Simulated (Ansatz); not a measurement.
`[SH][Ge][Br]` + HCl → `[Cl][Ge][Br]` + H₂S at 500 K and 1 bar (ligand exchange at a Ge–S bond).

Calculated with Ansatz (gas phase, PBE0-D4/def2-TZVP geometries, no zero-point term in ΔE). CCSD(T)/CBS adds triple-zeta CCSD(T) − MP2 to the extrapolated MP2 energy (def2 sets, frozen cores). This one scheme is used for every species. For Br, Ge outer-core shells are correlated without core-valence functions, which leaves a few kJ/mol of doubt a bond. Scalar relativity is left out up to krypton. One conformer a species, not always the lowest.

```
       species  CCSD(T)/CBS energy (Eh)  H − E (kJ/mol)  S (J/(mol·K))
`[SH][Ge][Br]`              -5047.87083            55.7          354.8
           HCl               -460.38127            32.5          201.9
`[Cl][Ge][Br]`              -5109.28758            29.8          341.7
           H₂S               -398.97279            57.0          224.0
```

H − E and S are ideal-gas, rigid-rotor, harmonic terms from PBE0-D4/def2-TZVP, for one conformer and one mirror image of each species. 1 Eh = 2625.50 kJ/mol, R = 8.31446 J/(mol·K).

Task: By hand: ΔE, ΔH, ΔS and ΔG.

Result: ΔE = (-5109.28758) + (-398.97279) − (-5047.87083) − (-460.38127) = -0.00827 Eh = -21.7 kJ/mol. Δ(H − E) = 29.8 + 57.0 − 55.7 − 32.5 = -1.4, so ΔH = -23.1 kJ/mol. ΔS = 341.7 + 224.0 − 354.8 − 201.9 = 9.0 J/(mol·K). ΔG = -23.1 − 500 × (9.0)/1000 = -27.6 kJ/mol.

Task: By hand: the equilibrium constant, and the temperature at which ΔG would vanish if ΔH and ΔS stayed fixed.

Result: log₁₀ K = −ΔG/(RT ln 10) = 2.9. ΔH and −TΔS have one sign here, so there is no such temperature.

The number of gas molecules stays the same, so ΔS is small and ΔH decides. A doubt of 5 kJ/mol in ΔE shifts log₁₀ K by 0.5 here. Other conformers and mirror images would add mixing entropy, several J/(mol·K) or more a flexible species. These are equilibria of isolated gas molecules and say nothing of rates. Largest T1 diagnostic: 0.012 (customary marks: 0.02 for closed shells, 0.045 for open ones).

ΔS is within the doubt of such terms, so its sign, and with it that verdict, could turn.
